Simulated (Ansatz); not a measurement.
ClF2Ga (`[F][Ga]([F])[Cl]`). Total charge 0; spin multiplicity 1. Geometry: relaxed with PBE0-D4/def2-TZVP.

```xyz
4

F     1.064    1.085   -0.901
Ga   -0.009    0.015   -0.068
F    -1.313   -0.648   -0.989
Cl    0.257   -0.452    1.957
```

(1) What is the dipole moment at B3LYP/def2-TZVPP? (Estimate.)

(2) And with PBE, r2SCAN, ωB97M-V? (Estimate.)

(3) Give the Mulliken charges with B3LYP, ωB97M-V, PBE in def2-TZVPP. (Estimate.)

Answers

(1) The calculation gave: 1.04 D, with components (0.13, -0.23, 1.00) D in this frame, pointing from negative to positive charge.

(2) Computed: PBE 0.95 D, r2SCAN 0.94 D, ωB97M-V 0.99 D.

(3) Computed: 
```
atom  B3LYP  ωB97M-V    PBE
  F1  -0.34    -0.34  -0.29
 Ga2   0.86     0.86   0.75
  F3  -0.34    -0.34  -0.29
 Cl4  -0.18    -0.17  -0.16
```

B3LYP here is the variant with VWN-RPA as its local correlation; programs differ in this.
